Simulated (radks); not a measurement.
Values are calculated unless marked as measured or tabulated.
Task: Numerical settings for the osmium ion Os3+, [Xe] 4f14 5d5. Level of theory: Dirac Kohn-Sham, BLYP, spin-unpolarised, spherical densities, finite nucleus; open shells fill j = l - 1/2 first; Fermi nuclear charge, rms radius 5.4126 fm (a radial shooting solver on a logarithmic mesh with Libxc functionals). The defaults (mesh step 0.008 in ln r, mesh end at 40 bohr or more with all orbitals vanishing there, Anderson mixing 0.5 over 9 steps, residual threshold near 1e-9 with the energy settled to 1e-9 hartree or 1e-11 of itself, here a cap of 69 iterations) give E = -17277.662 hartree and 5d5/2 at -34.110 eV in 16 iterations. Run on one thread of a shared host, so times are rough (Arm Neoverse V2): 0.16 s of CPU time, 0.16 s wall, 16 iterations on 2213 mesh points. One setting is changed at a time: mesh step in ln r 0.08; mesh step in ln r 0.05; mesh step in ln r 0.03; mesh end (bohr) 5; mesh end (bohr) 20; residual threshold 1e-16; residual threshold 0.01; mixing 1.5; linear mixing, mixing 1; linear mixing, mixing 0.8; mixing history 3; iteration cap 8. Which runs fail to converge, and which converge to a wrong energy?

Result: Not converged within the cap: mesh step in ln r 0.08; residual threshold 1e-16; linear mixing, mixing 1; linear mixing, mixing 0.8; iteration cap 8. Settings that end as converged yet miss the energy by more than 1 mhartree: mesh end (bohr) 5 (+0.00403 hartree).
